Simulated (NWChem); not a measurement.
# An input for SiHClF2 (SMILES F[SiH](F)Cl)

SiHClF2 has 5 atoms, charge 0, and is taken as a singlet. SMILES: `F[SiH](F)Cl`. The coordinates come from a PBE0-D4/def2-TZVP relaxation. The run starts from this shape.

```csv
atom,x (Å),y (Å),z (Å)
F,-0.2741,1.0990,-1.2727
Si,0.3603,0.4177,0.0000
F,-0.2741,1.0990,1.2727
Cl,-0.1130,-1.5441,0.0000
H,1.8111,0.6194,0.0000
```

Settings wanted:

| Setting | Value |
| --- | --- |
| task | optimise |
| method | DFT |
| functional | B3LYP |
| basis set | 6-311G** |
| reference | RKS |
| relativity | none |
| integration grid | fine |
| SCF convergence threshold | 1e-07 |
| iteration cap | 100 |
| symmetry | auto |
| opt iter | 60 |
| temperatures | (298.15, 600, 900) K |
| module | dft |
| coordinates | internal |
| d and f functions | spherical |

**Question.** Write the NWChem 7.3.0 input and the command.

**Answer.** One that was run (others would do as well):

run.nw:
```
START run
memory 1800 mb
charge 0
GEOMETRY units bohr
F     -0.64175099    -1.17427581     2.68360007
Si     0.18122474    -0.00037795     0.07143165
F     -0.06330583     2.96082289     0.29574214
Cl    -2.18735799    -1.23966034    -2.64845116
H      2.80548740    -0.68597058    -0.48036838
END
BASIS "ao basis" spherical bse
F library 6-311G**
Si library 6-311G**
Cl library 6-311G**
H library 6-311G**
END
DFT
xc b3lyp
grid fine
convergence energy 1e-07
maxiter 100
mulliken
print low
END
DRIVER
maxiter 60
END
FREQ
temp 3 298.15 600 900
END
TASK dft optimize
TASK dft frequencies
```

```bash
$ nwchem run.nw > run.out
```

Calculated total energy at the end of the run: -950.25896 Eh.
